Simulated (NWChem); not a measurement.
Molecule: ZrF4; SMILES [F][Zr]([F])([F])[F]

Program: NWChem. Structure relaxed at the PBE0/def2-SVP level. def2 effective core potentials on Zr; no spin-orbit coupling. Level B3LYP/def2-SVP: energy and gradient on several grids; changes count from the extra-fine grid, which is no exact limit either.

```
grid     size of the energy change (μHa)  largest change of a gradient component (μHa/bohr)  time, medium = 1 (rough)
-------  -------------------------------  -------------------------------------------------  ------------------------
xcoarse                             1000                                               1000                   about 1
coarse                                80                                                 90                   about 1
medium                              < 10                                               < 30                   about 1
fine                                < 10                                               < 30                   about 1
xfine                               < 10                                               < 30                         2
```
